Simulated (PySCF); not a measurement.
# How methods differ on the ionisation energy of Cd³⁺

Cd³⁺ [Kr] 4d9 [4d3/2^4 4d5/2^5, M_J = 5/2] → Cd⁴⁺ [Kr] 4d8 [4d3/2^4 4d5/2^4, M_J = 4], as a difference of total energies. Calculation: PySCF 2.14, in x2c-SVPall-2c; the two-component X2C-1e Hamiltonian. Correlated levels: [Ar] 3d10 frozen; the 6 highest virtual spinors dropped. "Screened" scales the spin-orbit matrix elements by Boettger's factors to mimic the two-electron term; Breit and QED terms are absent.

```csv
method,ionisation energy (eV)
GHF (spin-free),51.018
GMP2 (spin-free),52.135
GHF (screened spin-orbit),50.805
GMP2 (screened spin-orbit),51.916
```

**Question.** How much does correlation contribute at GMP2 (screened spin-orbit)?

**Answer.** 51.916 − (50.805) = 1.111 eV, measured against GHF (screened spin-orbit).

The spin-free rows relax to the high-spin LS determinant and lack the spin-orbit shift.

Errors of the correlated levels include the incompleteness of this basis and the frozen core.

The labels give the starting determinants; with spin-orbit coupling the two ends relaxed to ⟨J²⟩ = 8.75, ⟨L²⟩ = 6.02, ⟨S²⟩ = 0.77 and ⟨J²⟩ = 20.01, ⟨L²⟩ = 12.09, ⟨S²⟩ = 2.00.

For comparison: 51 ± 1.7 eV (theoretical estimate listed by NIST; NIST Atomic Spectra Database, ionization energies).
